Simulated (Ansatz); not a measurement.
A nudged elastic band was laid between two geometries of ClF3Ge + H2 (7 atoms, charge 0, multiplicity 1).

The calculation used Ansatz 0.2.0, RKS PBE-D4/def2-SVP.

```yaml
movable_images: 5
climbing_image: from the first iteration
spring: 5.0 eV/Å²
optimiser: fire
start_path: through a guess of the saddle point
force_threshold: 0.05 eV/Å
iteration_limit: 60
end_points: relaxed
```

Initial state:

```xyz
7
Properties=species:S:1:pos:R:3
Ge 0.416 0.000 0.053
Cl 0.630 0.000 2.164
F 1.961 0.000 -0.717
F -0.437 1.395 -0.498
F -0.438 -1.395 -0.498
H -2.826 0.000 0.902
H -2.556 0.000 1.622
```

Final state:

```xyz
7
Properties=species:S:1:pos:R:3
Ge -0.286 0.000 -0.685
Cl -0.564 0.000 3.000
F 1.122 0.000 0.329
F -0.137 1.390 -1.713
F -0.137 -1.390 -1.713
H -1.599 0.000 0.099
H -1.650 0.000 3.712
```

**Question.** Which bonds break or form, and what moves?

**Answer.** Bonds broken: Ge1–Cl2, H6–H7. Bonds formed: Ge1–H6, Cl2–H7. ClF3Ge + H2 becomes ClH + F3GeH.

**Question.** What energy profile does the band end with?

**Answer.** The run converged. The highest image is number 3 of 0 to 6, 1.86 eV above the first end and 1.50 eV above the last; the last end lies 0.36 eV above the first. Neighbouring images differ by up to 1.3 eV, so the band resolves the path poorly. Another band between the same ends (5 images) ends at a top of the same energy, where a vibrational analysis finds 1 clearly imaginary mode. The orbitals stay closed-shell, which can raise the energy where a bond breaks towards radicals; this wasn't checked here.

```json
{"image": "0", "path coordinate (Å)": "0.00", "energy (eV)": "0.00", "Ge1–Cl2 (Å)": "2.12", "H6–H7 (Å)": "0.77", "Ge1–H6 (Å)": "3.35"}
{"image": "1", "path coordinate (Å)": "0.73", "energy (eV)": "0.07", "Ge1–Cl2 (Å)": "2.13", "H6–H7 (Å)": "0.77", "Ge1–H6 (Å)": "2.75"}
{"image": "2", "path coordinate (Å)": "1.46", "energy (eV)": "0.61", "Ge1–Cl2 (Å)": "2.20", "H6–H7 (Å)": "0.79", "Ge1–H6 (Å)": "2.18"}
{"image": "3", "path coordinate (Å)": "2.19", "energy (eV)": "1.86", "Ge1–Cl2 (Å)": "2.48", "H6–H7 (Å)": "1.06", "Ge1–H6 (Å)": "1.73"}
{"image": "4", "path coordinate (Å)": "3.19", "energy (eV)": "0.78", "Ge1–Cl2 (Å)": "3.17", "H6–H7 (Å)": "1.65", "Ge1–H6 (Å)": "1.54"}
{"image": "5", "path coordinate (Å)": "4.19", "energy (eV)": "0.42", "Ge1–Cl2 (Å)": "3.54", "H6–H7 (Å)": "2.48", "Ge1–H6 (Å)": "1.53"}
{"image": "6", "path coordinate (Å)": "5.19", "energy (eV)": "0.36", "Ge1–Cl2 (Å)": "3.70", "H6–H7 (Å)": "3.61", "Ge1–H6 (Å)": "1.53"}
```

**Question.** What is the geometry of the highest image?

**Answer.** 
```xyz
7
Properties=species:S:1:pos:R:3:forces:R:3
Ge -0.273 0.000 -0.011 0.02 0.00 0.02
Cl 0.044 0.000 2.446 0.00 0.00 -0.02
F 1.455 0.000 -0.196 0.02 0.00 -0.01
F -0.668 1.489 -0.818 0.00 -0.01 0.00
F -0.668 -1.489 -0.818 0.00 0.01 0.00
H -1.828 0.000 0.749 -0.02 0.00 0.00
H -1.312 0.000 1.675 -0.01 0.00 -0.01
```

The run took 5.8 min on 2 threads of Arm Neoverse V1, with other jobs on the host, peak memory 0.14 GiB.
